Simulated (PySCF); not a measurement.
SMILES c1cncc(Sc2cccs2)c1 (GFN2-xTB optimised geometry):

```
19

C     -1.974    -2.416     0.000
C     -2.633    -1.195     0.001
N     -2.000    -0.035     0.011
C     -0.683    -0.028     0.015
C      0.075    -1.195     0.000
S      1.847    -1.191     0.030
C      2.214     0.382    -0.657
C      2.981     1.354    -0.090
C      3.153     2.468    -0.938
C      2.522     2.322    -2.131
S      1.716     0.811    -2.269
C     -0.591    -2.416     0.000
H     -2.525    -3.344    -0.003
H     -3.713    -1.137    -0.002
H     -0.216     0.948     0.035
H      3.393     1.273     0.899
H      3.713     3.344    -0.662
H      2.474     3.014    -2.948
H     -0.028    -3.338     0.000
```

Method: B3LYP/def2-SVP (PySCF).

Problem. What are the frontier orbital energies and the dipole moment?

Solution. HOMO-2 -7.19 eV, HOMO-1 -6.89 eV, HOMO -5.98 eV, LUMO -1.05 eV, LUMO+1 -0.87 eV; dipole moment 0.97 D.

Meta-Löwdin charges at B3LYP/def2-SVP: C1 -0.12, C2 0.01, N3 -0.24, C4 0.01, C5 -0.09, S6 0.13, C7 -0.21, C8 -0.12, C9 -0.13, C10 -0.22, S11 0.27, C12 -0.09, H13 0.11, H14 0.10, H15 0.11, H16 0.12, H17 0.12, H18 0.13, H19 0.11.
